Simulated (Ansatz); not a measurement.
Basis-set extrapolation for `CO/C(O)=C\C(=O)C(C)C` (PBE0-D4/def2-TZVP geometry, frozen core, Ansatz 0.2.0). Multiplicity 1, RHF reference.

|  | def2-TZVPP | def2-QZVPP |
| --- | --- | --- |
| HF | -496.828045 | -496.850335 |
| MP2 correlation | -1.868748 | -1.999297 |
| CCSD(T) correlation | -2.006066 | not run |

Energies in hartree. Use E(X) = E(∞) + A·exp(−7.88·√X) for Hartree–Fock and E(X) = E(∞) + B·X^(−2.97) for correlation, with X = 3 and 4, and add CCSD(T) minus MP2 of the smaller set to the MP2 limit.

Task: What is the CCSD(T) energy at the basis-set limit?

Result: HF limit: -496.850335 + (-0.022290) × 0.13774 = -496.85341. MP2 limit: -1.999297 + (-0.130549) × 0.74074 = -2.09600. Higher-order term: -2.006066 − (-1.868748) = -0.13732. Total: -499.08673 hartree, 158.5 kcal/mol below CCSD(T)/def2-TZVPP.
